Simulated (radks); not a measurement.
Values are calculated unless marked as measured or tabulated.
Q: Isoelectronic series with 3 electrons, each ion in its NIST ground configuration. Level of theory: scalar-relativistic Kohn-Sham, PBEsol, spin-unpolarised, spherical densities, finite nucleus; Fermi nuclear charge, rms radius of each element as measured or else 0.836 A^(1/3) + 0.57 fm (a radial shooting solver on a logarithmic mesh with Libxc functionals). Total energies (hartree) and orbital eigenvalues (eV):

| ion | configuration | E (hartree) | 2s | 1s |
|---|---|---|---|---|
| Li | [He] 2s1 | -7.38782 | -2.8219 | -51.3729 |
| K16+ | [He] 2s1 | -388.08221 | -999.8549 | -4391.227 |
| Co24+ | [He] 2s1 | -799.52850 | -2168.436 | -9230.835 |
| Br32+ | [He] 2s1 | -1363.95188 | -3803.229 | -15914.13 |
| Sb48+ | [He] 2s1 | -2980.70228 | -8575.336 | -35146.75 |
| Pr56+ | [He] 2s1 | -4054.1687 | -11789.27 | -47940.82 |
| Ho64+ | [He] 2s1 | -5324.3528 | -15628.38 | -63084.73 |
| Re72+ | [He] 2s1 | -6812.5803 | -20171.48 | -80824.98 |
| Bi80+ | [He] 2s1 | -8547.4543 | -25525.59 | -101491.5 |

Estimate the row of Tc40+ ([He] 2s1).

A: E (hartree) -2087.99141; 2s -5927.970; 1s -24517.82.
